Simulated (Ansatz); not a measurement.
Energy difference R1 + R2 → P1 + P2, each structure at its B3LYP-D3(BJ)/def2-TZVP stationary point, reached from a drawn start (curvature not checked).
R1: H atom, charge 0, multiplicity 2.
P1: H2 (SMILES [H][H]), charge 0, multiplicity 1.
R2, C2H6O (SMILES COC) (charge 0, multiplicity 1):
```xyz
9

C      1.1684     0.0559    -0.0835
O     -0.0359     0.2560    -0.7878
C     -1.1724    -0.0275    -0.0041
H      1.2719    -0.9863     0.2472
H      1.2303     0.7066     0.7993
H      1.9868     0.2968    -0.7603
H     -1.1789    -1.0737     0.3303
H     -2.0498     0.1529    -0.6234
H     -1.2205     0.6192     0.8824
```
P2: C2H5O (SMILES [CH2]OC), charge 0, multiplicity 2.

P less R. No zero-point or thermal terms; singlets are restricted closed shells; open shells are unrestricted.

The values were computed with Ansatz (a quantum-chemistry and plane-wave program). All values are computed, each at the level named.

**Question.** One of these levels gives -4.34 kcal/mol for the reaction energy. Which?
A. B97M-V/def2-TZVPP
B. HF/cc-pVDZ
C. SVWN5/def2-TZVPP
D. revPBE/def2-TZVPP

**Answer.** C, SVWN5/def2-TZVPP. The others give -1.78 (HF/cc-pVDZ), -8.93 (revPBE/def2-TZVPP), -5.73 (B97M-V/def2-TZVPP)
